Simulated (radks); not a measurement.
Problem. Species: the oxygen ion O3+. Configuration: [He] 2s2 2p1 (the NIST ground configuration). Method: Dirac Kohn-Sham, PBE, spin-unpolarised, spherical densities, finite nucleus; open shells fill j = l - 1/2 first; Fermi nuclear charge, rms radius 2.6991 fm; computed with a radial shooting solver on a logarithmic mesh with Libxc functionals. Some entries of the table are withheld. Estimate them.

orbital  occ.  eigenvalue (eV)  r(max) (bohr)
1s1/2       2        -586.7725         0.1291
2s1/2       2              (1)            (2)
2p1/2       1              (3)            (4)
2p3/2       0              (5)            (6)

Solution. 
(1) 2s1/2 eigenvalue (eV): -79.4823
(2) 2s1/2 r(max) (bohr): 0.8069
(3) 2p1/2 eigenvalue (eV): -64.9902
(4) 2p1/2 r(max) (bohr): 0.7044
(5) 2p3/2 eigenvalue (eV): -64.9275
(6) 2p3/2 r(max) (bohr): 0.7052
